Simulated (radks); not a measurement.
Results of a calculation; reference values are marked as such.
Question: Species: Xe. Configuration: [Xe]. Code: a radial shooting solver on a logarithmic mesh with Libxc functionals. Model: scalar-relativistic Kohn-Sham, B86b exchange with PBE correlation, spin-polarised, spherical densities, finite nucleus; Fermi nuclear charge, rms radius 4.7859 fm. Some entries of the table are withheld. Estimate them.

orbital,occ.,eigenvalue (eV),<1/r> (bohr^-1),r(max) (bohr)
1s,2,-34374.27,58.11,0.01715
2s,2,-5349.726,13.33,0.09696
2p,6,-4800.359,12.73,0.07780
3s,2,-1094.287,4.792,0.2789
3p,6,-916.8337,4.553,0.2728
3d,10,-653.6640,4.311,0.2260
4s,2,-197.4982,(1),0.6611
4p,6,-141.3125,1.790,0.6934
4d,10,-59.4099,1.512,0.7482
5s,2,-19.7557,0.7028,1.625
5p,6,-8.2479,(2),1.911

Answer: 
(1) 4s <1/r> (bohr^-1): 1.951
(2) 5p <1/r> (bohr^-1): 0.5611
